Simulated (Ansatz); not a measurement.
`[CH3][Al]1[CH2][SiH2]1` + H₂ → `[CH2]1[AlH][SiH2]1` + CH₄ at 400 K and 1 bar (hydrogenolysis of the Al–C bond).

Calculated with Ansatz (gas phase, PBE0-D4/def2-TZVP geometries, no zero-point term in ΔE). CCSD(T)/CBS adds triple-zeta CCSD(T) − MP2 to the extrapolated MP2 energy (def2 sets, frozen cores). This one scheme is used for every species.

```
                 species  CCSD(T)/CBS energy (Eh)  H − E (kJ/mol)  S (J/(mol·K))
`[CH3][Al]1[CH2][SiH2]1`               -611.36603           236.1          391.7
                      H₂                 -1.17544            38.0          139.0
    `[CH2]1[AlH][SiH2]1`               -572.08710           151.2          330.2
                     CH₄                -40.46206           131.3          197.2
```

H − E and S are ideal-gas, rigid-rotor, harmonic terms from PBE0-D4/def2-TZVP, for one conformer and one mirror image of each species. The MP2-based limit puts H₂ 0.8 mEh under its directly extrapolated value; such offsets cancel only in part. 1 Eh = 2625.50 kJ/mol, R = 8.31446 J/(mol·K).

Problem. By hand: ΔE, ΔH, ΔS and ΔG.

Solution. ΔE = (-572.08710) + (-40.46206) − (-611.36603) − (-1.17544) = -0.00769 Eh = -20.2 kJ/mol. Δ(H − E) = 151.2 + 131.3 − 236.1 − 38.0 = 8.4, so ΔH = -11.8 kJ/mol. ΔS = 330.2 + 197.2 − 391.7 − 139.0 = -3.3 J/(mol·K). ΔG = -11.8 − 400 × (-3.3)/1000 = -10.5 kJ/mol.

Problem. By hand: the equilibrium constant, and the temperature at which ΔG would vanish if ΔH and ΔS stayed fixed.

Solution. log₁₀ K = −ΔG/(RT ln 10) = 1.4. ΔG = 0 at ΔH/ΔS = 3576 K, far beyond where these terms or the molecules hold.

The number of gas molecules stays the same, so ΔS is small and ΔH decides. A doubt of 5 kJ/mol in ΔE shifts log₁₀ K by 0.7 here. Other conformers and mirror images would add mixing entropy, several J/(mol·K) or more a flexible species. Modes under 60 cm⁻¹, often nearly free rotors, make the harmonic entropy too high. These are equilibria of isolated gas molecules and say nothing of rates. Largest T1 diagnostic: 0.013 (customary marks: 0.02 for closed shells, 0.045 for open ones).
